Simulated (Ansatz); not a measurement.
BH5Si (SMILES B[SiH3]) moved off its minimum; all values from Ansatz (a first-principles code), cores frozen in correlated methods.
(charge 0, multiplicity 1)
```xyz
7

B     -0.65131    -1.08057     0.16300
H     -0.41054    -2.22403     0.76813
H     -1.83546    -1.34226    -0.35047
Si     0.23950     0.48574    -0.19444
H      0.06068     1.34945     1.03588
H      0.09305     1.23417    -1.26940
H      1.80450     0.44639    -0.00895
```

```tsv
level	largest force (eV/Å)	on atom	rms difference from CCSD(T)/cc-pV(T+d)Z (eV/Å)	dipole (D)
HF/def2-TZVPP	7.76	B1	0.308	0.90
PBE/def2-TZVPP	6.04	B1	0.294	0.53
r2SCAN/def2-TZVPP	6.32	B1	0.176	0.58
B3LYP/def2-TZVPP	6.52	B1	0.109	0.64
wB97M-V/def2-TZVPP	6.58	B1	0.093	0.70
MP2/cc-pV(T+d)Z	7.09	B1	0.104	0.74
CCSD(T)/cc-pV(T+d)Z	6.81	B1	0.000	0.67
```

The differences count from one level among others, with limits of its own. Forces at CCSD(T)/cc-pV(T+d)Z (eV/Å):

```csv
atom,Fx,Fy,Fz
B1,-3.673,-5.738,0.058
H2,0.241,2.222,-0.584
H3,1.634,0.880,0.676
Si4,4.460,1.013,4.015
H5,-0.533,-0.130,-0.230
H6,-1.025,2.149,-3.561
H7,-1.104,-0.396,-0.373
```
